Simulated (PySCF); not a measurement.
A PySCF script (with the pyscf-properties extension) for the NMR shieldings of SMILES C#CB1C=CBC=C1F, C$_{6}$H$_{5}$B$_{2}$F, on a GFN2-xTB geometry:

```python
import basis_set_exchange as bse
import numpy as np
from pyscf import gto, dft
from pyscf.prop import nmr

atoms = """
C     3.483690    0.061902   -0.066205
C     2.277345    0.017677   -0.043083
B     0.779368   -0.023175   -0.019294
C    -0.014640   -1.351526   -0.188439
C    -1.360247   -1.356410   -0.162337
B    -2.183663   -0.047633    0.040579
C    -1.409227    1.281038    0.207492
C    -0.067143    1.280492    0.175320
F     0.586603    2.465864    0.320974
H     4.534854    0.100099   -0.087132
H     0.518395   -2.287179   -0.329953
H    -1.875982   -2.304564   -0.285895
H    -3.353802   -0.066130    0.066247
H    -1.916230    2.229072    0.349559
"""
names = dict.fromkeys(["C", "B", "F", "H"], "pcSseg-1")
basis = {el: gto.basis.parse(bse.get_basis(n, elements=[el], fmt="nwchem")) for el, n in names.items()}
mol = gto.M(atom=atoms, basis=basis, charge=0, verbose=0)
mf = dft.RKS(mol, xc="PBE0")
mf.grids.level = 2
mf.grids.alignment = dft.numint.BLKSIZE   # the property module wants whole blocks of grid points
mf.conv_tol = 1e-9
mf.kernel()

calc = nmr.RKS(mf)   # GIAO
C = mf.mo_coeff
Co = C[:, mf.mo_occ > 0]
resp = mf.gen_response(singlet=True, hermi=2)
def vind(x):   # induced exchange potential for any number of trial vectors
    d = np.einsum("pi,xij,qj->xpq", C, 2 * x.reshape(-1, C.shape[1], Co.shape[1]), Co, optimize=True)
    return np.einsum("xpq,pi,qj->xij", resp(d - d.transpose(0, 2, 1)), C, Co, optimize=True).ravel()
mo1, _ = nmr.rhf.solve_mo1(calc, with_cphf=vind)
sigma = calc.kernel(mo1)
for i, s in enumerate(sigma):   # ppm
    w = np.linalg.eigvalsh((s + s.T) / 2)
    print("%2d %-2s iso %8.1f  s11 %8.1f  s22 %8.1f  s33 %8.1f" % (i, mol.atom_pure_symbol(i), w.mean(), *w))
```

Question: What are the results?

Answer: 
```
 0 C  iso     47.7  s11     -6.0  s22     17.2  s33    131.9
 1 C  iso     85.3  s11    -13.4  s22    -10.8  s33    280.2
 2 B  iso     56.0  s11     13.6  s22     35.2  s33    119.2
 3 C  iso     25.8  s11    -97.5  s22     12.6  s33    162.3
 4 C  iso     23.6  s11   -111.1  s22      5.1  s33    176.9
 5 B  iso     36.9  s11    -15.5  s22      5.8  s33    120.6
 6 C  iso     54.3  s11    -55.1  s22     54.1  s33    163.9
 7 C  iso     -9.8  s11   -127.7  s22     34.9  s33     63.4
 8 F  iso    227.4  s11     98.9  s22    218.2  s33    365.3
 9 H  iso     27.0  s11     24.6  s22     25.3  s33     31.0
10 H  iso     24.5  s11     20.3  s22     24.6  s33     28.7
11 H  iso     24.0  s11     19.5  s22     25.1  s33     27.5
12 H  iso     25.2  s11     21.3  s22     27.0  s33     27.3
13 H  iso     25.0  s11     20.9  s22     25.1  s33     28.9
```

These numbers come from an equivalent density-fitted implementation of the same equations, which agrees with the script to about 0.01 ppm for H and up to a few tenths of a ppm for heavy atoms, so last digits may differ.

Size and cost of the density-fitted run: 178 basis functions, 27 s wall time on 1 thread of an Arm Neoverse V1, shared host; peak memory 0.79 GiB.
